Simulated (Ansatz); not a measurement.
Abridged output of a molecular run in Ansatz:

```
Functional definition: HF
968 factors; integrals over basis functions are off by at most 1.1e-3 eV
mean field evaluation 1: about -21821.4733 eV, gradient 2.5e1 eV
mean field evaluation 2: about -21821.4821 eV, gradient 2.5e1 eV
mean field evaluation 4: about -21823.8204 eV, gradient 2.8e0 eV
mean field evaluation 8: about -21823.8533 eV, gradient 3.0e-4 eV
mean field -21823.85334924 eV, -802.0118178456 hartree, gradient 2.2e-6 eV, S^2 0.000000; 0 other end points of the search recorded, 0 dependent functions left out
13 core orbitals not correlated: weight in the atoms' cores, before any rotation towards them, 1.000 or more for the frozen orbitals, at most 0.000 for the correlated occupied ones
reference -21823.85334924 eV, -802.0118178456 hartree; 13, 13 occupied and 72, 72 virtual orbitals, 968 factors
second order -16.49150695 eV of doubles, -0.00000000 eV of singles
cycle   1  -16.99524624 eV  change   -5.0e-1 eV  update   1.1e-1
cycle   2  -17.55771422 eV  change   -5.6e-1 eV  update   3.4e-2
cycle   3  -17.67045490 eV  change   -1.1e-1 eV  update   1.6e-2
cycle   4  -17.67309673 eV  change   -2.6e-3 eV  update   4.6e-3
cycle   5  -17.67522298 eV  change   -2.1e-3 eV  update   1.7e-3
cycle   6  -17.67530352 eV  change   -8.1e-5 eV  update   5.1e-4
cycle   7  -17.67531171 eV  change   -8.2e-6 eV  update   1.6e-4
cycle   8  -17.67535698 eV  change   -4.5e-5 eV  update   6.1e-5
cycle   9  -17.67533115 eV  change    2.6e-5 eV  update   2.2e-5
cycle  10  -17.67531359 eV  change    1.8e-5 eV  update   8.1e-6
perturbative correction -0.72773042 eV, -0.0267435997 hartree
Total energy: -21842.25639325 eV, -802.6881172388 hartree
```

Its atoms:

```xyz
9

C     1.1093   -0.8382    1.9179
C     0.8504   -0.3333    0.8580
C     0.5263    0.2756   -0.3894
Si   -1.2375    0.4460   -0.9496
S     0.1110   -0.8898   -1.8058
H     1.3433   -1.2885    2.8531
H     1.2225    1.0471   -0.7099
H    -1.6258    1.6542   -1.7094
H    -2.2995   -0.0732   -0.0649
```

(1) Which basis set was used?
A. def2-QZVPP
B. cc-pV(T+d)Z
C. def2-SVP
D. def2-SVPD

(2) Write the keys of the input that set method, charge and spin (a neutral closed shell needs none for the last two).

Results:

(1) C. It gives 98 functions.

(2) 
```yaml
correlation: {method: ccsd_t}
```
